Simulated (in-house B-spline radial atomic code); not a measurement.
A run on an ion of nuclear charge 57 with 57.4 electrons that did not converge. Method: scalar-relativistic (X2C) Hartree-Fock with fractional occupations, spin-polarised, spherical fractional occupations, Fermi nucleus of rms radius 4.855 fm; computed with an all-electron radial atomic-structure program (B-spline basis).

Command:
```bash
python run_scf.py task.json out
```
Settings (nuclear radius in fm, mass in u):
```
Z                57
configuration    [Xe] 5d1.4 6s2
hamiltonian      x2c
method           hf,
spin_polarised   True
nucleus          fermi
rms_radius       4.855
atomic_mass      138.90636
speed_of_light   137.035999084
```

First and last ten iterations of the last attempt (damped for 15 steps, keeping 80 % of the old Fock matrix, then DIIS):
```
 iter        energy (Eh)    residual
    1       -8483.443387    5.26e-01
    2       -8487.130176    2.15e-01
    3       -8488.164107    1.47e-01
    4       -8488.679780    9.99e-02
    5       -8488.938664    6.82e-02
    6       -8489.069594    4.66e-02
    7       -8489.136295    3.22e-02
    8       -8489.170516    2.25e-02
    9       -8489.083790    1.71e-02
   10       -8489.180478    1.37e-02
  111       -8489.196297    7.83e-03
  112       -8489.073309    2.16e-02
  113       -8489.073386    2.16e-02
  114       -8489.073194    2.16e-02
  115       -8489.073276    2.14e-02
  116       -8489.073853    2.14e-02
  117       -8489.074307    2.13e-02
  118       -8489.074343    2.14e-02
  119       -8489.074268    2.13e-02
  120       -8489.074650    2.14e-02
 not converged after 120 iterations
```

The smallest residual met was 3.2e-03; the threshold is about 6e-07. No energy from this run should be used. Time taken, with all properties: 8.2 s on 1 thread of Arm Neoverse V1 (shared host).
